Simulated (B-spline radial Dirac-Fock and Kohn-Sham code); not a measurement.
## X-ray lines that fill the L2 vacancy in Bi⁵⁺

System: the Bi⁵⁺ ion in the configuration [Xe] 4f14 5d10.

Input file task.json (cfg lists n, l and occupation; rrms is the nuclear radius in fm):

```json
{"items": [{
  "Z": 83,
  "q": 5,
  "cfg": [[1, 0, 2], [2, 0, 2], [2, 1, 6], [3, 0, 2], [3, 1, 6], [3, 2, 10], [4, 0, 2], [4, 1, 6], [4, 2, 10], [4, 3, 14], [5, 0, 2], [5, 1, 6], [5, 2, 10]],
  "A": 209,
  "rrms": 5.5211,
  "do": ["binding", "quiet", "decay"],
  "holes": ["K", "L1", "L2", "L3", "M1", "M2", "M3", "M4", "M5", "N1", "N2", "N3", "N4", "N5", "N6", "N7"]
}]}
```

Run with: `python xray_run.py task.json out`

These are calculated numbers from an atomic code on a B-spline grid; the model is independent-particle rates on relativistic LDA orbitals of the hole state (multipoles up to L = 3, Coulomb Auger matrix elements, transition energies from Dirac-Fock).

| line | multipole | energy (eV) | width (meV) | share (%) |
| --- | --- | --- | --- | --- |
| Lη | E1 | 11705.0 | 52.3 | 2.08 |
| L2-M3 | E2 | 12528.7 | 2.20 | 0.0876 |
| Lβ1 | E1 | 13022.7 | 1980 | 78.6 |
| Lγ5 | E1 | 14766.3 | 13.7 | 0.544 |
| L2-N3 | E2 | 15027.9 | 0.617 | 0.0245 |
| Lγ1 | E1 | 15244.1 | 405 | 16.1 |
| L2-O1 | E1 | 15545.3 | 3.09 | 0.123 |
| L2-N6 | E2 | 15551.0 | 1.82 | 0.0726 |
| Lγ6 | E1 | 15687.8 | 58.4 | 2.32 |

The listed lines hold 100.0 % of the radiative rate. The radiative width is 2.51 eV in the length form and 2.57 eV in the velocity form; the two differ because the transition energies are not eigenvalue differences of the potential that gave the orbitals.
